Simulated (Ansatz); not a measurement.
Two isomers of C7H9N: A = `N#CC1C=CCCC1`, B = `N#CC1=CCCCC1`.

Program: Ansatz. Geometries: PBE0-D4/def2-TZVP. ΔE: electronic, gas phase. CCSD(T)/CBS is the MP2 limit (def2-TZVPP, def2-QZVPP) plus CCSD(T) − MP2 in def2-TZVPP, frozen cores. Functionals use def2-TZVPP.

A:

```xyz
17

N     0.900   -3.064   -0.782
C     0.214   -2.142   -0.746
C    -0.642   -0.957   -0.698
C    -1.120   -0.719    0.713
C    -0.686    0.291    1.456
C     0.352    1.272    1.016
C     1.072    0.821   -0.246
C     0.085    0.271   -1.261
H    -1.509   -1.181   -1.331
H    -1.852   -1.418    1.105
H    -1.103    0.422    2.451
H     1.068    1.428    1.829
H    -0.126    2.248    0.857
H     1.799    0.040    0.004
H     1.637    1.650   -0.678
H     0.582    0.010   -2.197
H    -0.672    1.027   -1.491
```

B:

```xyz
17

N    -3.448   -1.622   -0.592
C    -2.445   -1.087   -0.398
C    -1.181   -0.467   -0.170
C    -1.131    0.814    0.210
C     0.146    1.550    0.433
C     1.353    0.801   -0.115
C     1.277   -0.675    0.240
C     0.043   -1.319   -0.373
H    -2.061    1.352    0.363
H     0.262    1.729    1.511
H     0.068    2.545   -0.018
H     2.274    1.245    0.269
H     1.380    0.909   -1.205
H     2.173   -1.201   -0.096
H     1.236   -0.783    1.330
H    -0.134   -2.308    0.059
H     0.187   -1.483   -1.448
```

(1) Which is lower in electronic energy at CCSD(T)/CBS, and by how much? (Best estimate.)

(2) Give E(B) − E(A) in kcal/mol with ωB97M-V, BLYP-D4, CCSD(T)/def2-SVP, CCSD/def2-TZVPP, B2PLYP, CCSD(T)/def2-TZVPP, MP2/def2-TZVPP. (Best estimate.)

Largest T1 diagnostic: 0.012.

Answers

(1) Ansatz gave: B, by 3.2 kcal/mol.

(2) The calculation gave: ωB97M-V -3.2, BLYP-D4 -5.0, CCSD(T)/def2-SVP -4.1, CCSD/def2-TZVPP -3.1, B2PLYP -4.4, CCSD(T)/def2-TZVPP -3.4, MP2/def2-TZVPP -3.6. None reverses the order clearly.

From PBE to PBE0 (25 % exact exchange), in def2-TZVPP and without D4, E(B) − E(A) moves by +0.7 kcal/mol. Leaving LDA and LC-ωPBE aside and taking each functional with its dispersion term where it has one, the values, not all of them listed here, spread over 2.2 kcal/mol, from B97M-V to ωB97M-V.
